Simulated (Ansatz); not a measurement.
This geometry of C$_{5}$H$_{10}$OSi (17 atoms, charge 0, multiplicity 1) is a first-order saddle point.

Level of theory: RKS PBE0-D4/STO-3G (Ansatz).

```xyz
17
Properties=species:S:1:pos:R:3
C -2.573 -0.960 -1.644
C -1.464 -0.856 -1.199
C -0.105 -0.710 -0.627
C 0.049 -1.595 0.644
Si 0.295 1.140 -0.330
C 0.798 1.410 1.453
O 1.507 1.661 -1.417
H -3.567 -1.049 -2.048
H 0.613 -1.082 -1.379
H -0.157 -2.647 0.408
H -0.649 -1.280 1.430
H 1.070 -1.526 1.042
H -0.863 1.942 -0.643
H -0.008 1.121 2.133
H 1.019 2.467 1.632
H 1.686 0.833 1.725
H 2.330 1.133 -1.140
```

Which two structures does it join? (They come from a converged band through this point; their orientation in space is the band's.)

No bond is made or broken. The dihedral H9–C3–Si5–H13 goes from 54 to -174°.

Image 0:

```xyz
17
Properties=species:S:1:pos:R:3
C -2.743 -0.672 -0.592
C -1.548 -0.697 -0.708
C -0.072 -0.693 -0.824
C 0.567 -1.748 0.124
Si 0.579 1.068 -0.495
C 0.014 1.602 1.206
O 2.277 1.130 -0.668
H -3.814 -0.652 -0.495
H 0.191 -0.964 -1.861
H 0.198 -2.755 -0.108
H 0.326 -1.532 1.173
H 1.660 -1.751 0.010
H 0.059 1.948 -1.514
H -1.075 1.528 1.282
H 0.296 2.639 1.411
H 0.443 0.976 1.993
H 2.625 0.571 0.106
```

Image 6:

```xyz
17
Properties=species:S:1:pos:R:3
C -2.105 -1.051 -2.144
C -1.202 -0.911 -1.366
C -0.101 -0.713 -0.394
C -0.274 -1.646 0.840
Si -0.007 1.115 0.132
C 1.540 1.337 1.164
O -0.044 2.166 -1.211
H -2.912 -1.176 -2.845
H 0.846 -0.985 -0.892
H -0.314 -2.698 0.530
H -1.201 -1.413 1.378
H 0.569 -1.524 1.533
H -1.180 1.440 0.909
H 1.475 0.756 2.089
H 1.679 2.386 1.442
H 2.437 1.011 0.630
H 0.774 1.906 -1.754
```

How far does it lie above each of them?

0.092 eV above the first and 0.062 eV above the second. This is the barrier of this one path; another mechanism may lie lower. Limits of this set-up: minimal basis.

Run time: 3.4 min on 1 thread of Arm Neoverse V1, on a shared host, peak memory 0.14 GiB.
